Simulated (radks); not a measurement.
Ionisation of neutral aluminium, [Ne] 3s2 3p1, to [Ne] 3s2 as the strength of local exchange is varied. Method: non-relativistic Kohn-Sham, Slater X-alpha exchange (alpha = 2/3 is LDA exchange), no correlation, spin-polarised, spherical densities, point nucleus; open shells are filled with parallel spins first; computed with a radial shooting solver on a logarithmic mesh with Libxc functionals.

alpha = 0.564: E(Al) (hartree) -237.83328; exchange (hartree) -13.79681; IE (eV) 4.521; -e of the level emptied (eV) 1.804 (3p); <r> of it (bohr) 3.806
alpha = 0.667: E(Al) (hartree) -240.36428; exchange (hartree) -16.46363; IE (eV) 5.166; -e of the level emptied (eV) 2.347 (3p); <r> of it (bohr) 3.564
alpha = 0.742: E(Al) (hartree) -242.22152; exchange (hartree) -18.43378; IE (eV) 5.663; -e of the level emptied (eV) 2.780 (3p); <r> of it (bohr) 3.414
alpha = 0.839: E(Al) (hartree) -244.64137; exchange (hartree) -21.01715; IE (eV) 6.338; -e of the level emptied (eV) 3.384 (3p); <r> of it (bohr) 3.246
alpha = 1.025: E(Al) (hartree) -249.33752; exchange (hartree) -26.08195; IE (eV) 7.734; -e of the level emptied (eV) 4.672 (3p); <r> of it (bohr) 2.982

NIST Atomic Spectra Database: 5.986 eV (measured). The Delta-SCF value meets it near alpha = 0.79. Open shells are spherical and high-spin; term and fine-structure splittings are not resolved.
